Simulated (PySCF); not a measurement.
Some computed properties have been withheld. Give your best values.

Compound: C6H11O (doublet state).
Numbering: `[OH:1][CH:2][CH:3]1[CH2:4][CH2:5][CH2:6][CH2:7]1` (hydrogens: H8 on O1; H9 on C2; H10 on C3; H11, H12 on C4; H13, H14 on C5; H15, H16 on C6; H17, H18 on C7)

| property | level | value |
| --- | --- | --- |
| point group of the GFN2-xTB geometry | GFN2-xTB | ? |
| rotational constants A, B, C of the GFN2-xTB geometry | GFN2-xTB | 6.015, 1.591, 1.379 GHz |
| isotropic g value | unrestricted B3LYP/pcH-1, mean-field spin–orbit | 2.00312 |
| spin squared ⟨S²⟩ | unrestricted B3LYP/pcH-1 | ? |
| largest isotropic hyperfine couplings (means over sets of like nuclei) | unrestricted B3LYP/pcH-1 | ? |

Electronic properties: PySCF, gas phase, density fitting. GFN2-xTB frequencies show an imaginary mode (70i cm⁻¹), so this geometry is no minimum at that level. Hyperfine couplings depend on the geometry, which wasn't re-optimised at a DFT level.

Problem. The spin squared ⟨S²⟩?

Solution. 0.754.

Problem. Give the largest isotropic hyperfine couplings (means over sets of like nuclei).

Solution. 13C +88.2 (C2), 1H -63.8 (H9), 13C +52.7 (C4/C7), 13C -31.9 (C3), 17O -21.3 (O1) MHz.

Problem. Give the point group of the GFN2-xTB geometry.

Solution. Cs.

At 9.50 GHz, hν = g·μB·B₀ (B₀ the magnetic field) puts the centre of the isotropic spectrum, to first order, at 338.8 mT. With B = h/(8π²I), that is 505.379 GHz u Å² over I, the principal moments of inertia are 84.0, 317.7 and 366.5 u Å² (most abundant isotopes); the inertial defect Ic − Ia − Ib is -35.2 u Å² (zero for a rigid planar frame, negative otherwise). The rotational constants make it an asymmetric top with κ = (2B − A − C)/(A − C) = -0.91, nearer the prolate limit (−1).

One conformer stands for the species.
